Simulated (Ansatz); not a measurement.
`[Cl][GeH]([Cl])[GeH3]` + `C#[C][GeH2][F]` → `[F][GeH]([Cl])[GeH3]` + `C#[C][GeH2][Cl]` at 298.15 K and 1 bar (redistribution).

Isolated molecules relaxed with PBE0-D4/def2-TZVP in Ansatz; ΔE leaves out vibrations. CCSD(T)/CBS adds triple-zeta CCSD(T) − MP2 to the extrapolated MP2 energy (def2 sets, frozen cores). For Ge outer-core shells are correlated without core-valence functions, which leaves a few kJ/mol of doubt a bond. Scalar relativity is left out up to krypton.

| species | CCSD(T)/CBS energy (Eh) | H − E (kJ/mol) | S (J/(mol·K)) |
| --- | --- | --- | --- |
| `[Cl][GeH]([Cl])[GeH3]` | -5074.27121 | 112.8 | 383.5 |
| `C#[C][GeH2][F]` | -2253.77838 | 114.3 | 313.0 |
| `[F][GeH]([Cl])[GeH3]` | -4714.27861 | 114.3 | 373.1 |
| `C#[C][GeH2][Cl]` | -2613.77047 | 112.6 | 324.7 |

H − E and S are ideal-gas, rigid-rotor, harmonic terms from PBE0-D4/def2-TZVP, for one conformer and one mirror image of each species. 1 Eh = 2625.50 kJ/mol, R = 8.31446 J/(mol·K).

**Question.** By hand: ΔE, ΔH, ΔS and ΔG.

**Answer.** ΔE = (-4714.27861) + (-2613.77047) − (-5074.27121) − (-2253.77838) = 0.00051 Eh = 1.3 kJ/mol. Δ(H − E) = 114.3 + 112.6 − 112.8 − 114.3 = -0.2, so ΔH = 1.1 kJ/mol. ΔS = 373.1 + 324.7 − 383.5 − 313.0 = 1.3 J/(mol·K). ΔG = 1.1 − 298.15 × (1.3)/1000 = 0.7 kJ/mol.

**Question.** By hand: the equilibrium constant, and the temperature at which ΔG would vanish if ΔH and ΔS stayed fixed.

**Answer.** log₁₀ K = −ΔG/(RT ln 10) = -0.1. ΔG = 0 at ΔH/ΔS = 846 K, though so small a ΔH makes that figure unsure.

TΔS isn't small against ΔH here. The sign of ΔG lies within the doubt. A doubt of 5 kJ/mol in ΔE shifts log₁₀ K by 0.9 here. Other conformers and mirror images would add mixing entropy, several J/(mol·K) or more a flexible species. These are equilibria of isolated gas molecules and say nothing of rates. Largest T1 diagnostic: 0.013 (customary marks: 0.02 for closed shells, 0.045 for open ones).
